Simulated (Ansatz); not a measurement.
Relaxation of CH2OSTe (6 atoms, charge 0, multiplicity 1), to a largest force component of 0.015 eV/Å in at most 40 steps.

All numbers below come from RHF/def2-SVP (Ansatz 0.2.0).

```xyz
6
Properties=species:S:1:pos:R:3:forces:R:3
O 1.350 -0.104 -0.635 -3.21 2.47 -1.58
C 0.207 -0.561 0.055 4.47 -0.40 -0.55
S 0.388 -1.771 1.111 0.20 0.35 -0.43
Te -1.648 0.260 -0.256 -1.56 2.03 0.26
H 1.186 0.688 -1.329 0.24 -3.58 3.28
H -1.440 1.424 1.008 -0.14 -0.86 -0.97
```

**Question.** Where does it end, and by what steps?

**Answer.** The run converged. After 21 steps the energy has fallen by 0.948 eV; H6 moved furthest, 1.22 Å.

```tsv
step	energy less start (eV)	largest force component (eV/Å)	accepted
0	0.0000	4.468	yes
1	-0.6006	1.983	yes
2	-0.4022	3.042	no
3	-0.6728	1.882	yes
4	-0.7312	1.728	yes
5	-0.7630	0.460	yes
6	-0.7915	0.311	yes
7	-0.7940	0.236	yes
8	-0.8060	0.210	yes
9	-0.8212	0.117	yes
10	-0.8455	0.484	yes
11	-0.8535	0.748	yes
12	-0.9186	0.362	yes
13	-0.9331	0.275	yes
14	-0.9350	0.261	yes
15	-0.9367	0.225	yes
16	-0.9467	0.122	yes
17	-0.9436	0.402	no
18	-0.9474	0.065	yes
19	-0.9471	0.095	no
20	-0.9477	0.026	yes
21	-0.9479	0.013	yes
```

```xyz
6
Properties=species:S:1:pos:R:3
O 1.200 0.006 -0.461
C 0.266 -0.691 0.140
S 0.477 -2.218 0.610
Te -1.626 0.247 0.508
H 0.934 0.887 -0.680
H -1.209 1.704 -0.162
```

Whether the end is a true minimum wasn't checked by a vibrational analysis.

Time of the run: 67 s on 1 thread of Intel(R) Xeon(R) Platinum 8488C (Sapphire Rapids), with other jobs on the host, peak memory 0.17 GiB.
